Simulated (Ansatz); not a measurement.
`C[B]([GeH3])[SeH]` and `C[B]([AlH2])[GeH3]` differ in one atom or group.

Ansatz, PBE0-D4/def2-TZVP geometries, multiplicity 1. Each molecule was computed in one conformer, which needn't be the lowest.

Scalar relativity is left out up to krypton.

| property | `C[B]([GeH3])[SeH]` |
| --- | --- |
| LUMO energy (B3LYP/def2-TZVPP) / eV | -1.59 |
| LUMO energy (ωB97M-V/def2-TZVPP) / eV | 0.51 |
| HOMO–LUMO gap (ωB97M-V/def2-TZVPP) / eV | 10.40 |
| HOMO–LUMO gap (PBE0/def2-TZVPP) / eV | 6.32 |
| HOMO energy (PBE/def2-TZVPP) / eV | -6.69 |
| LUMO energy (PBE0/def2-TZVPP) / eV | -1.44 |

**Question.** Give the same properties after the change, and the shifts. (Estimate.)

**Answer.** Ansatz gave: 
```json
{"property": "LUMO energy (B3LYP/def2-TZVPP) / eV", "`C[B]([AlH2])[GeH3]`": "-2.31", "shift": "-0.72"}
{"property": "LUMO energy (ωB97M-V/def2-TZVPP) / eV", "`C[B]([AlH2])[GeH3]`": "-0.20", "shift": "-0.71"}
{"property": "HOMO–LUMO gap (ωB97M-V/def2-TZVPP) / eV", "`C[B]([AlH2])[GeH3]`": "8.62", "shift": "-1.78"}
{"property": "HOMO–LUMO gap (PBE0/def2-TZVPP) / eV", "`C[B]([AlH2])[GeH3]`": "4.62", "shift": "-1.70"}
{"property": "HOMO energy (PBE/def2-TZVPP) / eV", "`C[B]([AlH2])[GeH3]`": "-5.71", "shift": "0.98"}
{"property": "LUMO energy (PBE0/def2-TZVPP) / eV", "`C[B]([AlH2])[GeH3]`": "-2.16", "shift": "-0.72"}
```

With PBE0 the HOMO rises by 0.98 eV and the LUMO falls by 0.72 eV, so the gap narrows by about 1.70 eV. PBE moves the HOMO by 0.98 eV and ωB97M-V by 1.07 eV.

B3LYP here is the variant with VWN-RPA as its local correlation; programs differ in this.

Spin–orbit coupling is left out; it splits and shifts lone-pair levels of the heavy atoms by tenths of an eV.
